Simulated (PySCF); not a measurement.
Silver: a sound run and one with changed settings

Sound run: Ag [Kr] 4d10 5s1, Ag⁺ [Kr] 4d10. All numbers are calculated (PySCF 2.14, scalar relativity by spin-free X2C-1e, in x2c-TZVPall (8s6p6d1f, 63 functions)). In the sound run the correlated levels freeze [Kr]. The sound run starts from symmetry-adapted Hartree-Fock orbitals and uses a fine grid where one is needed.

Changed run: no relativity, point nucleus. This setting is unsound on purpose.

```json
{"species": "Ag", "method": "UHF", "sound run (hartree)": "-5312.81203", "changed run (hartree)": "-5122.57911", "converged": "yes"}
{"species": "Ag", "method": "BP86", "sound run (hartree)": "-5316.02330", "changed run (hartree)": "-5126.03468", "converged": "yes"}
{"species": "Ag", "method": "PBE", "sound run (hartree)": "-5314.98356", "changed run (hartree)": "-5125.02131", "converged": "yes"}
{"species": "Ag", "method": "MP2", "sound run (hartree)": "-5313.11069", "changed run (hartree)": "-5122.86973", "converged": "yes"}
{"species": "Ag⁺", "method": "UHF", "sound run (hartree)": "-5312.57852", "changed run (hartree)": "-5122.36696", "converged": "yes"}
{"species": "Ag⁺", "method": "BP86", "sound run (hartree)": "-5315.72546", "changed run (hartree)": "-5125.76563", "converged": "yes"}
{"species": "Ag⁺", "method": "PBE", "sound run (hartree)": "-5314.69176", "changed run (hartree)": "-5124.75755", "converged": "yes"}
{"species": "Ag⁺", "method": "MP2", "sound run (hartree)": "-5312.85055", "changed run (hartree)": "-5122.63569", "converged": "yes"}
```

Ionisation energy of Ag:

```
 method  sound run (eV)  changed run (eV)
    UHF           6.354             5.773
   BP86           8.105             7.321
    PBE           7.940             7.177
    MP2           7.079             6.369
SCS-MP2           6.959             6.266
```

Most of the change in total energy is the relativistic energy itself. On top of that the contraction fixes the core shape for the Hamiltonian it was made with, so the changed run is not a good calculation with the other Hamiltonian either.

For comparison, NIST gives 7.576 eV between the lowest levels.
